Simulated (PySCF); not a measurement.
How methods differ on the ionisation energy of Ag³⁸⁺

Ag³⁸⁺ [He] 2s2 2p5 (2P) → Ag³⁹⁺ [He] 2s2 2p4 (3P), as a difference of total energies. Computed with PySCF 2.14 in an even-tempered Gaussian basis (19 s from 15 bohr⁻², ratio 2.2; 12 p from 19 bohr⁻², ratio 2.2; 6 d from 83 bohr⁻², ratio 2.4; 5 f from 120 bohr⁻², ratio 2.4; 4 g from 190 bohr⁻², ratio 2.4), with scalar relativity by spin-free X2C-1e. Correlated levels: nothing frozen; virtual orbitals above 40 to 60 times the deepest correlated orbital energy dropped. The calculations carry no spin-orbit coupling.

```tsv
method	ionisation energy (eV)
UHF	5805.0
LDA	5802.7
PBE	5804.9
PBE0	5805.4
r2SCAN	5808.2
TPSSh	5805.1
B3LYP	5806.1
MP2 (all electrons)	5806.7
SCS-MP2 (all electrons)	5806.6
```

Spin-orbit coupling is strong in these open shells (close to jj coupling). The scalar numbers leave it out and a first-order estimate fails, so it can dominate the gap to the real levels.

For this ion Breit and QED terms and the two-electron picture change, all absent here, outweigh the differences among the correlated methods.

For comparison: 5753 ± 9 eV (semi-empirical (NIST evaluation); NIST Atomic Spectra Database, ionization energies).
